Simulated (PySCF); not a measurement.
Scan of H3 (cation, charge +1), singlet: map of symmetric stretch and bend. Scanned: H-H bond length and H-H-H angle.

Cartesian coordinates as functions of the variables (Å; names that start with a are angles):
```
H  0  0  0
H  r*sin(a/2)  0  r*cos(a/2)
H  -r*sin(a/2)  0  r*cos(a/2)
```

Level of theory: PySCF with restricted Hartree-Fock/6-31G*, spherical d.

Energy in kcal/mol above the lowest grid point; x is the H-H bond length (Å), y the H-H-H angle (°).

```
y \ x   0.74  0.77  0.83  0.86  0.91  0.95  1.01  1.03  1.08  1.13  1.17
------  ----  ----  ----  ----  ----  ----  ----  ----  ----  ----  ----
180     33.6  32.0  32.0  33.2  36.6  40.2  46.8  49.2  55.5  62.2  67.7
172.11  33.5  31.9  32.0  33.2  36.6  40.2  46.7  49.1  55.5  62.2  67.7
161.72  33.2  31.7  31.7  33.0  36.4  40.0  46.6  49.0  55.3  62.0  67.5
150.08  32.3  30.9  31.1  32.4  35.8  39.5  46.1  48.5  54.8  61.5  67.0
142.04  31.2  29.8  30.2  31.5  35.1  38.8  45.4  47.8  54.2  60.9  66.4
129.67  28.5  27.3  27.9  29.4  33.2  37.0  43.8  46.2  52.6  59.4  64.9
118.04  24.7  23.6  24.6  26.2  30.2  34.2  41.2  43.7  50.3  57.1  62.7
111.45  22.1  21.0  22.1  23.8  28.0  32.1  39.3  41.8  48.5  55.4  61.0
98.29   15.8  14.7  15.9  17.8  22.2  26.6  34.1  36.7  43.6  50.7  56.5
89.03   11.0   9.7  10.7  12.6  17.1  21.6  29.3  32.0  39.1  46.3  52.1
79.96    6.7   4.9   5.3   7.0  11.4  15.8  23.6  26.4  33.6  40.9  46.8
70       3.9   1.1   0.0   1.2   4.9   9.1  16.6  19.3  26.4  33.8  39.7
```

Points that lie below all their neighbours on the grid: x = 0.83, y = 70 on the edge of the grid (0.0 kcal/mol).
